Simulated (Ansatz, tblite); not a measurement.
Removing and adding an electron: `CCCCCCCCCC[S][Cu]`. The state is a singlet with charge 0. Geometry: r2SCAN-D4/def2-SVP. Ansatz, gas phase; energy differences of separate SCF runs; the oxidised species was run as a doublet alone; the reduced species was run as a doublet alone.

```xyz
33

C     1.020    5.044    2.489
C     1.389    3.715    1.840
C     0.190    2.976    1.250
C     0.550    1.643    0.601
C    -0.649    0.894    0.026
C    -0.283   -0.437   -0.625
C    -1.492   -1.202   -1.160
C    -1.148   -2.484   -1.922
C    -0.437   -3.542   -1.079
C    -0.162   -4.837   -1.833
S     0.608   -6.158   -0.815
Cu    1.993   -4.961    0.230
H     1.903    5.552    2.908
H     0.555    5.728    1.760
H     0.298    4.899    3.310
H     2.138    3.883    1.044
H     1.885    3.062    2.583
H    -0.562    2.805    2.045
H    -0.308    3.625    0.504
H     1.293    1.816   -0.201
H     1.058    1.001    1.346
H    -1.163    1.536   -0.715
H    -1.389    0.716    0.830
H     0.260   -1.057    0.112
H     0.431   -0.257   -1.452
H    -2.070   -0.535   -1.825
H    -2.168   -1.448   -0.318
H    -0.521   -2.232   -2.799
H    -2.078   -2.921   -2.329
H     0.537   -3.151   -0.714
H    -1.026   -3.771   -0.172
H    -1.113   -5.265   -2.200
H     0.461   -4.637   -2.722
```

The xTB rows come from tblite. HOMO above LUMO, or a gap near zero within one spin, warns that the state may not be the lowest or that an electron is smeared out.

| level | −HOMO (eV) | vertical IE (eV) | −LUMO (eV) | vertical EA (eV) | HOMO–LUMO gap (eV) | IE − EA (eV) | remarks |
| --- | --- | --- | --- | --- | --- | --- | --- |
| GFN1-xTB | 10.53 | 13.32 | 7.55 | 4.66 | 2.98 | 8.66 | – |
| PBE0-D4/def2-SVP | 5.43 | 7.52 | 1.93 | 0.38 | 3.50 | 7.14 | HOMO above zero (-1 doublet) |

Question: Estimate the rows for GFN2-xTB, PBE-D4/def2-SVP.

Answer: 
```tsv
level	−HOMO (eV)	vertical IE (eV)	−LUMO (eV)	vertical EA (eV)	HOMO–LUMO gap (eV)	IE − EA (eV)	remarks
GFN2-xTB	8.88	11.93	5.07	–	3.81	–	–
PBE-D4/def2-SVP	4.24	7.34	2.77	0.42	1.46	6.92	HOMO above zero (-1 doublet), gap within one spin near zero (+1 doublet)
```

Relaxing the oxidised species (r2SCAN-D4/def2-SVP) changes its energy by -0.04 eV at PBE-D4/def2-SVP, so the adiabatic ionisation energy to this nearest minimum is 7.30 eV. At PBE0-D4/def2-SVP it is 7.45 eV. The gap within one spin of the relaxed charge 1 doublet nearly closes, so an electron or hole may be smeared out by delocalisation error.     A HOMO above zero means that the electron is unbound at that level or that self-interaction error raises the level; the energy of removing that electron tells which. Raw xTB energy differences between charge states are shifted by several eV; the methods need an empirical correction for them. Sets without diffuse functions give affinities that are too small.
